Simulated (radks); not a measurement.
Values are calculated unless marked as measured or tabulated.
Problem. The mean radii <r> (bohr) of the occupied orbitals of an atom or ion are listed with their occupations. Code: a radial shooting solver on a logarithmic mesh with Libxc functionals. Model: scalar-relativistic Kohn-Sham, SCAN, spin-polarised, spherical densities, finite nucleus; meta-GGA in the generalised Kohn-Sham scheme; Fermi nuclear charge, rms radius of each element as measured or else 0.836 A^(1/3) + 0.57 fm.

| orbital | occ. | <r> |
|---|---|---|
| 1s up | 1 | 0.03263 |
| 1s down | 1 | 0.03263 |
| 2s up | 1 | 0.1418 |
| 2s down | 1 | 0.1418 |
| 2p up | 3 | 0.1237 |
| 2p down | 3 | 0.1237 |
| 3s up | 1 | 0.3896 |
| 3s down | 1 | 0.3897 |
| 3p up | 3 | 0.3899 |
| 3p down | 3 | 0.3899 |
| 3d up | 5 | 0.3704 |
| 3d down | 5 | 0.3703 |
| 4s up | 1 | 0.9839 |
| 4s down | 1 | 0.9824 |
| 4p up | 3 | 1.084 |
| 4p down | 3 | 1.082 |
| 4d up | 5 | 1.589 |
| 5s up | 1 | 3.160 |
| 4d down | 3 | 1.590 |

Name the element and its charge. Open shells, if any, are filled with parallel spins first.

Solution. Z = 45, rhodium, charge 0: Rh in [Kr] 4d8 5s1. The 1s radius gives Z: for a bare nucleus <r> = (2 gamma + 1)/(2Z) with gamma = sqrt(1 - (Z/c)^2), 0.0321 bohr for Z = 45, and screening makes it slightly larger (0.03263 here). The occupations add up to 45, and the charge is Z minus that.
